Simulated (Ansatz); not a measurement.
Species: CH5O2Si (charge 0, doublet). It need not be the lowest isomer of its formula. 
Coordinates optimised at B3LYP-D3(BJ)/def2-TZVP (Ansatz, a first-principles code):
```xyz
9

Si    -0.7949     0.2114     0.1749
O     -1.2321    -1.3300    -0.2168
O      0.6723     0.7212    -0.3163
C      1.9153     0.1213     0.0325
H     -0.8667     0.0885     1.6611
H     -1.7567     1.1733    -0.3953
H      2.0095    -0.8671    -0.4218
H      2.7121     0.7627    -0.3407
H      2.0171     0.0256     1.1175
```
Charge 0, spin multiplicity 2.

Wanted: atomisation energy (electronic, to ground-state atoms), in kJ/mol. Cores are frozen in the correlated levels unless marked. Open shells are spin-unrestricted. No spin-orbit coupling. No relativistic terms. The coupled-cluster limit lacks core correlation, which all-electron functionals hold. Basis-set limits of correlation are two-point, X^-3; Hartree-Fock from the larger set.

```tsv
level	program	atomisation energy (kJ/mol)	minus last row
revPBE/def2-TZVPD	Ansatz	3109.7	-86.4
B3LYP-D4/def2-TZVPD	Ansatz + dftd4	3194.6	-1.5
HSE06-D4/def2-TZVPD	Ansatz + dftd4	3170.0	-26.1
LC-wPBE-D4/def2-TZVPD	Ansatz + dftd4	3185.2	-10.9
MP2/CBS(cc-pV(T+d)Z,cc-pV(Q+d)Z)	Ansatz	3232.9	36.8
SCS-MP2/cc-pV(D+d)Z	Ansatz	2916.0	-280.1
CCSD(T)/CBS(cc-pV(T+d)Z,cc-pV(Q+d)Z)	Ansatz	3196.1	0.0
```
